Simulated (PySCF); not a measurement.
C₆H₆, SMILES C=C(C=C)C#C.

Coordinates come from a B3LYP-D3(BJ)/def2-SVP optimisation. One conformer was computed; it need not be the lowest.

Two levels are set side by side: TDA-PBE/def2-SVPD (PySCF) and TDA-LC-ωPBE/def2-SVPD (PySCF). Vertical, same geometry. The lowest singlet is HOMO−2→LUMO 100 % with PBE and HOMO−2→LUMO 73 %, HOMO−2→LUMO+2 19 % with the other functional; states are paired by order. Differences are taken from unrounded values.

```tsv
quantity	TDA-LC-ωPBE	TDA-PBE	TDA-PBE minus TDA-LC-ωPBE
lowest singlet excitation (eV)	5.80	4.65	-1.16
lowest triplet excitation (TDA) (eV)	2.86	2.88	0.01
first bright state (f over 0.05) (eV)	5.95	5.27	-0.68
its oscillator strength	0.45	0.30	-0.15
```

Functionals without exact exchange tend to place singlet excitations lower, as here. Differences between two approximate levels are no errors against the true value.

Rough cost on one machine, each run with all the roots and properties that it gave: TDA-LC-ωPBE against TDA-PBE about 4 times.
